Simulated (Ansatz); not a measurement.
The lowest singlet and triplet of NH (SMILES [NH]); geometries from B3LYP-D3(BJ)/def2-TZVP, each state relaxed from the structure named, with no frequency check, low spin by broken symmetry.
Singlet (charge 0, multiplicity 1):
```xyz
2

N      0.00000     0.00000    -0.13019
H      0.00000     0.00000     0.91130
```

A positive gap puts the triplet lower; no zero-point energy. R- takes a restricted singlet, here one determinant of a half-filled degenerate or near-degenerate pair, which mixes singlet states. The triplet is unrestricted in single-reference levels. Active spaces average the two states.

Correlated levels freeze the cores.

Programs: Ansatz (Gaussian basis) for Hartree–Fock, density functionals and correlated methods. Each number belongs to the level named beside it.

Task: Give the gap E(singlet) − E(triplet), vertical, at the singlet's geometry at the level SC-NEVPT2 on SA-CASSCF(6,5)/cc-pVTZ.

Result: 164 kJ/mol

Task: Give the gap E(singlet) − E(triplet), vertical, at the singlet's geometry at the level SC-NEVPT2 on SA-CASSCF(6,5)/cc-pVDZ.

Result: 179 kJ/mol

Task: What gap E(singlet) − E(triplet), vertical, at the singlet's geometry does R-CCSD(T)/cc-pVDZ give?

Result: 197 kJ/mol

Doubts at one or more of the structures used: a restricted determinant that unrestricted orbitals would lower (R-CCSD(T)/cc-pVDZ).

Ansatz is an electronic-structure program.
